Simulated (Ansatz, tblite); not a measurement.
Scan of Ga2O, singlet: symmetric bend, bond length relaxed. Scanned: Ga-O-Ga angle. Other coordinates (O-Ga bond length) were minimised at PBE0/def2-TZVP.

GFN2-xTB, 300 K electronic temperature (tblite); CCSD(T)/aug-cc-pVQZ = CCSD(T) on RHF/aug-cc-pVQZ, cores with 3d frozen in Ansatz (an electronic-structure program).

Energies relative to the lowest point of each profile, in kcal/mol; the last columns give the difference from CCSD(T):

```tsv
a / °	GFN2-xTB	CCSD(T)/aug-cc-pVQZ	GFN2-xTB − CCSD(T)/aug-cc-pVQZ
180	0.0	0.0	0.0
167	0.5	0.1	0.4
157	1.6	0.3	1.3
147	3.4	0.8	2.6
137	5.9	1.6	4.3
127	9.4	3.1	6.3
117	13.8	5.5	8.4
107	19.6	9.2	10.4
97	26.8	14.9	11.9
87	36.0	23.8	12.2
80	44.5	32.9	11.6
```

GFN2-xTB is furthest from CCSD(T)/aug-cc-pVQZ at 87 (12.2 kcal/mol, above); its mean absolute difference over the points is 6.3 kcal/mol.
